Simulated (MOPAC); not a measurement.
Input file for MOPAC: PM6 on C2H9N (a complex).

```
PM6 1SCF PRECISE CHARGE=0 THREADS=1
C2H9N

C     -0.00543151 1    -0.04465795 1    -0.38546212 1
H      0.10063666 1     0.34509718 1    -1.39671866 1
H     -0.25792949 1    -1.10336403 1    -0.43294956 1
H      0.93168140 1     0.08321853 1     0.15411926 1
H     -0.79695280 1     0.49801530 1     0.12965853 1
C     -0.16183850 1     0.74581251 1     3.36498978 1
N      0.07303548 1    -0.68857416 1     3.20940084 1
H      0.22557977 1     1.07124101 1     4.33177886 1
H     -1.23650981 1     0.93543199 1     3.36761168 1
H      0.28933845 1     1.37897300 1     2.58881868 1
H      1.06508181 1    -0.89276420 1     3.21696124 1
H     -0.28608244 1    -1.01388700 1     2.32028111 1
```

Output:

```
*******************************************************************************
 **                                                                           **
 **                              MOPAC v23.2.5                                **
 **                                                                           **
 *******************************************************************************
 ** MOPAC's Digital Object Identifier: https://doi.org/10.5281/zenodo.6511958 **
 **                                                                           **
 ** Please cite the open-source release paper for use of this MOPAC version:  **
 ** J. E. Moussa and J. J. P. Stewart (2026)                                  **
 ** MOPAC: An open-source semiempirical molecular orbital program             **
 ** J. Open Source Softw., 11(119), 8025, https://doi.org/10.21105/joss.08025 **
 *******************************************************************************

                              PM6 CALCULATION RESULTS

 *******************************************************************************
 *  PM6        - The PM6 Hamiltonian to be used
 *
 *
 *
 *                 CHARGE ON SYSTEM = 0
 *
 *
 *
 *  PRECISE    - TIGHTER CRITERIA TO BE USED
 *  1SCF       - DO 1 SCF AND THEN STOP
 *  THREADS=1  - MULTI-THREADING NOT USED
 *  T=         - A TIME OF 172800.0 SECONDS REQUESTED
 *  DUMP=N     - RESTART FILE WRITTEN EVERY 7200.0 SECONDS REQUESTED
 *******************************************************************************
PM6 1SCF PRECISE CHARGE=0 THREADS=1
 C2H9N

   ATOM   CHEMICAL          X               Y               Z
  NUMBER   SYMBOL      (ANGSTROMS)     (ANGSTROMS)     (ANGSTROMS)

     1       C         -0.00543151  *  -0.04465795  *  -0.38546212  *
     2       H          0.10063666  *   0.34509718  *  -1.39671866  *
     3       H         -0.25792949  *  -1.10336403  *  -0.43294956  *
     4       H          0.93168140  *   0.08321853  *   0.15411926  *
     5       H         -0.79695280  *   0.49801530  *   0.12965853  *
     6       C         -0.16183850  *   0.74581251  *   3.36498978  *
     7       N          0.07303548  *  -0.68857416  *   3.20940084  *
     8       H          0.22557977  *   1.07124101  *   4.33177886  *
     9       H         -1.23650981  *   0.93543199  *   3.36761168  *
    10       H          0.28933845  *   1.37897300  *   2.58881868  *
    11       H          1.06508181  *  -0.89276420  *   3.21696124  *
    12       H         -0.28608244  *  -1.01388700  *   2.32028111  *



          CARTESIAN COORDINATES

    NO.       ATOM           X           Y           Z

     1         C         -0.0054     -0.0447     -0.3855
     2         H          0.1006      0.3451     -1.3967
     3         H         -0.2579     -1.1034     -0.4329
     4         H          0.9317      0.0832      0.1541
     5         H         -0.7970      0.4980      0.1297
     6         C         -0.1618      0.7458      3.3650
     7         N          0.0730     -0.6886      3.2094
     8         H          0.2256      1.0712      4.3318
     9         H         -1.2365      0.9354      3.3676
    10         H          0.2893      1.3790      2.5888
    11         H          1.0651     -0.8928      3.2170
    12         H         -0.2861     -1.0139      2.3203

 General Reference for PM6:
 "Optimization of Parameters for Semiempirical Methods V: Modification of NDDO Approximations
 and Application to 70 Elements", J. J. P. Stewart, J. Mol. Mod., 13, 1173-1213 (2007)
 URL: https://link.springer.com/article/10.1007/s00894-007-0233-4

           Empirical Formula: C2 H9 N  =    12 atoms



      MOLECULAR POINT GROUP   :   C1


      RHF CALCULATION, NO. OF DOUBLY OCCUPIED LEVELS = 11


 -------------------------------------------------------------------------------
 PM6 1SCF PRECISE CHARGE=0 THREADS=1
 C2H9N



     1SCF WAS SPECIFIED, SO BFGS WAS NOT USED
     SCF FIELD WAS ACHIEVED


                              PM6 CALCULATION
                                                       MOPAC v23.2.5 Linux




          FINAL HEAT OF FORMATION =        -14.62610 KCAL/MOL =     -61.19562 KJ/MOL


          COSMO AREA              =        113.88 SQUARE ANGSTROMS
          COSMO VOLUME            =         94.83 CUBIC ANGSTROMS

          IONIZATION POTENTIAL    =          9.318948 EV
          HOMO LUMO ENERGIES (EV) =         -9.319  3.596
          NO. OF FILLED LEVELS    =         11
          MOLECULAR WEIGHT        =         47.0998         POINT GROUP:  C1

          MOLECULAR DIMENSIONS (Angstroms)

            Atom       Atom       Distance
            H     8    H     2     5.77569
            H    11    H     9     2.92468
            H    12    H    10     2.19318


          SCF CALCULATIONS        =          1





   ATOM   CHEMICAL          X               Y               Z
  NUMBER   SYMBOL      (ANGSTROMS)     (ANGSTROMS)     (ANGSTROMS)

     1       C         -0.00543151  *  -0.04465795  *  -0.38546212  *
     2       H          0.10063666  *   0.34509718  *  -1.39671866  *
     3       H         -0.25792949  *  -1.10336403  *  -0.43294956  *
     4       H          0.93168140  *   0.08321853  *   0.15411926  *
     5       H         -0.79695280  *   0.49801530  *   0.12965853  *
     6       C         -0.16183850  *   0.74581251  *   3.36498978  *
     7       N          0.07303548  *  -0.68857416  *   3.20940084  *
     8       H          0.22557977  *   1.07124101  *   4.33177886  *
     9       H         -1.23650981  *   0.93543199  *   3.36761168  *
    10       H          0.28933845  *   1.37897300  *   2.58881868  *
    11       H          1.06508181  *  -0.89276420  *   3.21696124  *
    12       H         -0.28608244  *  -1.01388700  *   2.32028111  *

                             CARTESIAN COORDINATES

   1    C       -0.005431510    -0.044657950    -0.385462120
   2    H        0.100636660     0.345097180    -1.396718660
   3    H       -0.257929490    -1.103364030    -0.432949560
   4    H        0.931681400     0.083218530     0.154119260
   5    H       -0.796952800     0.498015300     0.129658530
   6    C       -0.161838500     0.745812510     3.364989780
   7    N        0.073035480    -0.688574160     3.209400840
   8    H        0.225579770     1.071241010     4.331778860
   9    H       -1.236509810     0.935431990     3.367611680
  10    H        0.289338450     1.378973000     2.588818680
  11    H        1.065081810    -0.892764200     3.216961240
  12    H       -0.286082440    -1.013887000     2.320281110


           Empirical Formula: C2 H9 N  =    12 atoms



      MOLECULAR POINT GROUP   :   C1


                  EIGENVALUES
 -31.05155 -25.35494 -23.66292 -17.06838 -15.55475 -14.20231 -13.91450 -13.88633
 -13.85260 -12.74048  -9.31895   3.59579   5.37844   5.53455   5.71692   5.74531
   5.75639   6.11525   6.55172   6.95326   7.09422


              NET ATOMIC CHARGES AND DIPOLE CONTRIBUTIONS

  ATOM NO.   TYPE          CHARGE      No. of ELECS.   s-Pop       p-Pop
    1          C          -0.659112        4.6591     1.07985     3.57926
    2          H           0.168363        0.8316     0.83164
    3          H           0.165375        0.8346     0.83463
    4          H           0.160919        0.8391     0.83908
    5          H           0.164991        0.8350     0.83501
    6          C          -0.337452        4.3375     1.07829     3.25916
    7          N          -0.486719        5.4867     1.58979     3.89693
    8          H           0.153343        0.8467     0.84666
    9          H           0.153250        0.8468     0.84675
   10          H           0.116894        0.8831     0.88311
   11          H           0.198816        0.8012     0.80118
   12          H           0.201332        0.7987     0.79867
 DIPOLE           X         Y         Z       TOTAL
 POINT-CHG.     0.233     0.823    -0.550     1.016
 HYBRID         0.573     0.334    -0.901     1.119
 SUM            0.806     1.156    -1.451     2.023


          ATOMIC ORBITAL ELECTRON POPULATIONS

     Atom    s        px        py        pz
    1  C   1.07985   1.18944   1.19358   1.19623
    2  H   0.83164
    3  H   0.83463
    4  H   0.83908
    5  H   0.83501
    6  C   1.07829   1.16624   0.93810   1.15482
    7  N   1.58979   1.27247   1.16840   1.45605
    8  H   0.84666
    9  H   0.84675
   10  H   0.88311
   11  H   0.80118
   12  H   0.79867

 **********************
 *                    *
 * JOB ENDED NORMALLY *
 *                    *
 **********************




 == MOPAC DONE ==
```

The run finished.

Cost: around 0.03 core-seconds (rough).
